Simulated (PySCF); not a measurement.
1-chloro-1-fluoroethene (C₂H₂ClF), SMILES C=C(F)Cl. Atoms are numbered in the order given.

```xyz
6

C      1.0662    -1.2726     0.0000
C      0.0143    -0.4565     0.0000
F     -1.2414    -0.8904     0.0000
Cl     0.1004     1.2712     0.0000
H      2.0777    -0.8716     0.0000
H      0.9048    -2.3511     0.0000
```

The structure is a stationary point at TPSSh-D3(BJ)/def2-SVP.

All values below come from PySCF with PBE/pcSseg-2.

GIAO shieldings, no solvent; atoms listed in one row are averaged. δ = σ(ref) − σ: ¹³C against TMS (σ = 181.4 ppm); ¹⁹F against CFCl3 (σ = 132.0 ppm); ³⁵Cl against HCl (σ = 936.5 ppm); ¹H against TMS (σ = 31.47 ppm), references at their B3LYP-D3(BJ)/def2-TZVP geometries, non-relativistic (without spin–orbit terms, shifts of atoms bonded to Cl or Br come out too high).

Problem. Estimate the chemical shifts. (The exact figures need the calculation; the answer reports its results.)

Solution. 
```csv
nucleus,atoms,count,δ (ppm)
¹³C,C2,1,174.5
¹³C,C1,1,96.2
¹⁹F,F3,1,-76.1
³⁵Cl,Cl4,1,313.4
¹H,H6,1,5.06
¹H,H5,1,4.94
```
